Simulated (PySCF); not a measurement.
Nb(NH)(F)(Cl)2 (Cl2FHNNb), SMILES [NH]=[Nb]([F])([Cl])[Cl], multiplicity 1. The structure is a stationary point at B3LYP-D3(BJ)/def2-SVP. The multiplicity is an assumed one; no other spin state was optimised. The structure was generated by enumeration; whether it is a known compound was not checked. The def2 effective core potentials stand for the cores of Nb; spin–orbit coupling is left out.

These are B3LYP-D3(BJ)/def2-SVP in PySCF values and carry that method's errors.

Harmonic wavenumbers (cm⁻¹): 105, 141, 152, 207, 243, 400, 431, 543, 586, 707, 1032, 3617. Rotational constants (GHz): 2.288, 1.528, 1.242; symmetry number 1.

Work out the zero-point energy and the ideal-gas rigid-rotor harmonic-oscillator thermochemistry at 298.15 K and 1 atm.

ZPE = ½ Σ hcν = ½ × 8164 cm⁻¹ = 48.83 kJ/mol. H − E(el) = 69.68 kJ/mol. Entropy in J/(mol K): translation 174.69, rotation 120.06, vibration 66.44, total 361.18. G − E(el) = -38.01 kJ/mol. Cp = 98.58 J/(mol K). Modes under 150 cm⁻¹ make the vibrational entropy uncertain.
